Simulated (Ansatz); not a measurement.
H$_{4}$S$_{3}$Sn, SMILES `[SH][SnH]([SH])[SH]`, 8 atoms. Total charge 0; spin multiplicity 1. Correlated methods include outer-core shells of Sn, which these sets cover unevenly. Sn takes the def2 core potential. All runs use 4 threads of an Arm Neoverse V1 on a shared host. Correlated methods freeze the cores.

**Question.** Give the basis size and wall time and peak host memory of each of these runs in Ansatz. RKS PBE0-D4/def2-TZVP frequencies; RHF-CCSD(T)/def2-SVP energy; RKS PBE0-D4/def2-SVP energy; RKS B3LYP-D4/def2-TZVPP energy and forces; RKS SPW92 (LDA)/def2-TZVPP energy; RKS PBE0-D4/def2-TZVPP energy; RKS ωB97M-V/def2-QZVPP energy; RHF-MP2/def2-QZVPP energy; RKS PBE0-D4/def2-TZVP relaxation (5 steps); RKS ωB97M-V/def2-SVP energy; direct RPA on PBE orbitals/def2-TZVPP energy; RKS PBE0-D4/def2-QZVPP energy. (An estimate is asked.)

**Answer.** Computed: Other jobs shared the machine, so times are rough.

| level | job | functions | wall time | peak host memory (GiB) |
| --- | --- | --- | --- | --- |
| RKS PBE0-D4/def2-SVP | energy | 100 | 1.4 s | 0.43 |
| RKS SPW92 (LDA)/def2-TZVPP | energy | 232 | 1.4 s | 0.34 |
| RKS PBE0-D4/def2-TZVPP | energy | 232 | 3.9 s | 0.73 |
| RHF-CCSD(T)/def2-SVP | energy | 100 | 4.4 s | 0.43 |
| direct RPA on PBE orbitals/def2-TZVPP | energy | 232 | 6 s | 0.53 |
| RKS ωB97M-V/def2-SVP | energy | 100 | 6 s | 0.43 |
| RKS B3LYP-D4/def2-TZVPP | energy and forces | 232 | 6.5 s | 0.76 |
| RKS PBE0-D4/def2-QZVPP | energy | 412 | 11 s | 1.7 |
| RHF-MP2/def2-QZVPP | energy | 412 | 21 s | 2 |
| RKS PBE0-D4/def2-TZVP | relaxation (5 steps) | 185 | 22 s | 0.59 |
| RKS ωB97M-V/def2-QZVPP | energy | 412 | 23 s | 2 |
| RKS PBE0-D4/def2-TZVP | frequencies | 185 | 2.3 min | 0.6 |

B3LYP here is the variant with VWN-RPA as its local correlation; programs differ in this.
